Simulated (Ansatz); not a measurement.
```yaml
crystal:
  periodic: [false, false, false]
  atoms:
    - {symbol: Pd, position_ang: [-0.409929, -0.612554, -1.273500]}
    - {symbol: Pd, position_ang: [-1.194293, -0.137422, 1.163181]}
    - {symbol: Pd, position_ang: [0.812663, -1.842292, 0.616395]}
    - {symbol: Au, position_ang: [1.432253, 0.689963, 0.164445]}
    - {symbol: Au, position_ang: [-0.766303, 1.899627, -0.649592]}
basis:
  gaussian: {orbitals: def2-mTZVPP, point_charges: [{charge: 2.00, position_ang: [5.867, -0.906, -0.899]}]}
total_charge: 1
magnetization: {spin_polarized: true, initial_magnetization: 1}
hamiltonian: {xc: {name: rPW86-PBE}}
output: {forces: true}
```

```sh
$ ansatz run in.yaml --threads 4 --pin off --events-out ev --progress --plain --max-ram 4787MiB
```

It prints (some lines left out):

```
Functional definition: rPW86-PBE
1729 factors; their error is unknown
mean field evaluation 1: about -17802.7218 eV, gradient 9.8e1 eV
mean field evaluation 2: about -15635.8418 eV, gradient 4.9e2 eV
mean field evaluation 4: about -17286.1468 eV, gradient 2.1e2 eV
mean field evaluation 8: about -17845.5277 eV, gradient 7.2e0 eV
mean field evaluation 16: about -17845.8483 eV, gradient 1.8e-5 eV
mean field evaluation 32: about -17843.6643 eV, gradient 1.5e1 eV
mean field evaluation 64: about -17844.4944 eV, gradient 5.6e0 eV
mean field evaluation 96: about -17845.3350 eV, gradient 3.8e0 eV
mean field -17845.84828096 eV, -655.8228279750 hartree, gradient 1.8e-5 eV, S^2 0.764559; 10 other end points of the search recorded, 0 dependent functions left out
reference -17845.84843084 eV, -655.8228334827 hartree; 46, 45 occupied and 125, 126 virtual orbitals, 1729 factors
Total energy: -17845.84843084 eV, -655.8228334827 hartree
Atom 0 at    -0.409929    -0.612554    -1.273500 Å, force    -0.744698    -1.115567    -1.716644 eV/Å
Atom 1 at    -1.194293    -0.137422     1.163181 Å, force    -0.270300    -0.026657     0.603729 eV/Å
Atom 2 at     0.812663    -1.842292     0.616395 Å, force     0.131150    -0.531169     0.587054 eV/Å
Atom 3 at     1.432253     0.689963     0.164445 Å, force     1.555034     0.237021     0.626417 eV/Å
Atom 4 at    -0.766303     1.899627    -0.649592 Å, force    -0.858762     1.402138    -0.089361 eV/Å
Dipole moment:    -1.400709    -0.137003     0.157524 e Å
```

It took 62 s on 4 threads of Arm Neoverse V1 on a shared host, peak host memory 0.71 GiB.

In the def2 sets Au, Pd take a core potential; there is no spin–orbit coupling.

The dipole of an ion depends on the origin.
